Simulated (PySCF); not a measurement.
C9H5NS3, SMILES c1csc(-c2cc3sccc3s2)n1, GFN2-xTB optimised geometry.

```
18

C      3.67    -1.29     0.00
C      3.31    -2.60     0.00
S      1.59    -2.75     0.00
C      1.50    -0.99     0.00
C      0.25    -0.31     0.00
C     -1.01    -0.86     0.00
C     -2.00     0.13     0.00
S     -3.72     0.13     0.00
C     -3.74     1.86     0.00
C     -2.50     2.42     0.00
C     -1.50     1.43     0.00
S      0.23     1.44     0.00
N      2.66    -0.41     0.00
H      4.68    -0.93     0.00
H      3.93    -3.47     0.00
H     -1.19    -1.92     0.00
H     -4.68     2.36     0.00
H     -2.31     3.47     0.00
```

Density from PBE/def2-SVP in PySCF 2.14.0 at that geometry.

Minimum of the electron density along straight lines between bonded atoms, close to the bond critical point (lines longer than 1.1 times the sum of covalent radii, or with two minima, are not listed):

| bond | length / Å | ρ at the minimum / e bohr⁻³ | ∇²ρ there / e bohr⁻⁵ | position (fraction from the first atom) |
|---|---|---|---|---|
| C1–C2 | 1.360 | 0.320 | -0.78 | 0.49 |
| C2–S3 | 1.719 | 0.214 | -0.44 | 0.47 |
| S3–C4 | 1.767 | 0.196 | -0.35 | 0.54 |
| C4–C5 | 1.422 | 0.289 | -0.70 | 0.50 |
| C5–C6 | 1.374 | 0.311 | -0.74 | 0.51 |
| C6–C7 | 1.400 | 0.295 | -0.69 | 0.49 |
| C7–S8 | 1.729 | 0.209 | -0.43 | 0.48 |
| S8–C9 | 1.731 | 0.209 | -0.42 | 0.53 |
| C9–C10 | 1.358 | 0.319 | -0.78 | 0.51 |
| C7–C11 | 1.394 | 0.304 | -0.71 | 0.50 |
| C10–C11 | 1.409 | 0.291 | -0.67 | 0.49 |
| C5–S12 | 1.750 | 0.202 | -0.40 | 0.47 |
| C11–S12 | 1.727 | 0.210 | -0.45 | 0.48 |
| C1–N13 | 1.346 | 0.332 | -0.97 | 0.36 |
| C4–N13 | 1.292 | (withheld) | -0.96 | 0.35 |
| C1–H14 | 1.075 | 0.286 | -1.11 | 0.64 |
| C2–H15 | 1.071 | 0.283 | -1.10 | 0.65 |
| C6–H16 | 1.075 | 0.282 | -1.07 | 0.64 |
| C9–H17 | 1.072 | 0.284 | -1.10 | 0.64 |
| C10–H18 | 1.074 | 0.282 | -1.08 | 0.64 |

Task: Some entries are withheld; supply them.

Result: 
- C4–N13, ρ at the minimum / e bohr⁻³: 0.371
